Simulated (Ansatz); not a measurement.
Redistribution: H2O + CH8O3Si2 → SiH3(OH) + CH6O3Si

Species: H2O (water) `O`, singlet; CH8O3Si2 `CO[SiH](O)O[SiH3]`, singlet; SiH3(OH) (silanol), singlet; CH6O3Si `CO[SiH](O)O`, singlet. The partners trade H for SiH3; both sit on O, so the bond types are kept.

Shapes, held fixed at every level: PBE0-D4/def2-TZVP. Flexible molecules stand in one conformer, not always the lowest. Programs: Ansatz 0.2.0. Electronic energies: no zero-point or thermal term.

```
               level                    kind  ΔE (kJ/mol)  less CCSD(T)/CBS estimate
 B3LYP-D4/def2-TZVPP           global hybrid        +21.0                       -1.0
  PBE0-D4/def2-TZVPP           global hybrid        +18.0                       -4.0
  wB97M-V/def2-TZVPP  range-separated hybrid        +17.0                       -5.0
  wB97X-V/def2-TZVPP  range-separated hybrid        +17.2                       -4.8
   B2PLYP/def2-TZVPP           double hybrid        +15.5                       -6.5
      MP2/def2-TZVPP     perturbation theory        +19.2                       -2.8
  CCSD(T)/def2-TZVPP   coupled cluster or CI        +19.6                       -2.4
CCSD(T)/CBS estimate   coupled cluster or CI        +22.0                        0.0
```

The highest level, CCSD(T)/CBS estimate, gives ΔE = +22.0 kJ/mol; the levels span +15.5 to +22.0. The column of differences is taken from that level and isn't an error. No measured value is set beside it here. The CBS estimate extrapolates MP2 from def2-TZVPP and def2-QZVPP and adds CCSD(T) − MP2 in the triple-zeta set, cores frozen.
